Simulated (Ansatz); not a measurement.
**Cost against result**

Saddle point of Si$_{2}$NH$_{9}$O, closed shell (SiNH₅O ([NH2][SiH2][OH]) + SiH₄ → Si₂NH₇ ([NH2][SiH2][SiH3]) + H₂O; bonds formed: Si1–Si7, O2–H6; bonds broken: Si1–O2, H6–Si7), PBE0-D4/def2-TZVP structure:

Si1  (0.015, -0.789, -0.060)
O2  (-1.358, 0.101, 0.843)
H3  (-0.744, -1.236, -1.247)
H4  (1.464, -0.593, -0.354)
N5  (0.175, -1.929, 1.227)
H6  (-0.960, 0.949, 0.276)
Si7  (0.328, 1.774, -1.074)
H8  (-1.158, 0.195, 1.787)
H9  (-0.606, -2.436, 1.611)
H10  (1.022, -2.472, 1.276)
H11  (1.580, 2.322, -0.465)
H12  (0.741, 1.144, -2.367)
H13  (-0.497, 2.970, -1.454)
(Å)

Barriers are electronic and count from the start structure reached by relaxing down the imaginary mode.

Ansatz 0.2.0; basis: as named in each row; cores frozen in the correlated methods. B3LYP uses VWN-RPA correlation. Extrapolation: Hartree–Fock as exp(−7.88 √X), correlation as X^−2.97.

Times are rough, for one single point on 8 threads of a shared host (Intel Xeon Platinum 8259CL).

The estimate by CCSD(T) at an estimated basis limit (MP2 extrapolated from triple and quadruple zeta, plus CCSD(T) − MP2 in triple zeta) is 2.765 eV.

```tsv
method	basis	time (s)	barrier (eV)	method less estimate
HF	STO-3G	under 1	4.010	1.245
PBE-D4	STO-3G	under 1	1.892	-0.873
SPW92	def2-SVP	under 1	1.663	-1.102
PBE-D4	def2-SVP	under 1	2.030	-0.735
PBE0-D4	def2-SVP	under 1	2.291	-0.474
B3LYP-D4	6-31G	under 1	2.231	-0.534
SPW92	def2-TZVPP	1	1.842	-0.923
PBE-D4	def2-TZVPP	1	2.174	-0.591
BLYP-D4	def2-TZVPP	1	2.526	-0.239
B3LYP-D4	def2-TZVPP	2	2.695	-0.070
BHLYP-D4	def2-TZVPP	2	2.978	0.213
CAM-B3LYP-D4	def2-TZVPP	2	2.808	0.043
r2SCAN-D4	def2-TZVPP	2	2.465	-0.300
PBE0-D4	def2-TZVPP	2	2.412	-0.353
wB97M-V	def2-SVP	2	2.506	-0.259
r2SCAN0-D4	def2-TZVPP	3	2.603	-0.162
CCSD(T)	def2-SVP	3	2.828	0.063
RPA on PBE	def2-TZVPP	3	2.782	0.017
PBE-QIDH	def2-TZVPP	4	2.663	-0.101
B2PLYP	def2-TZVPP	4	2.816	0.051
B97M-V	def2-TZVPP	4	2.616	-0.148
wB97X-V	def2-TZVPP	4	2.746	-0.019
wB97M-V	def2-TZVPP	5	2.669	-0.096
MP2	def2-QZVPP	19	2.784	0.019
CCSD(T)	def2-TZVPP	62	2.772	0.007
```

All methods are single points on the PBE0-D4 structures.

No T1 diagnostic of these runs exceeds 0.013.

Labels in which every atom is bracketed show which atoms are joined, not bond orders.
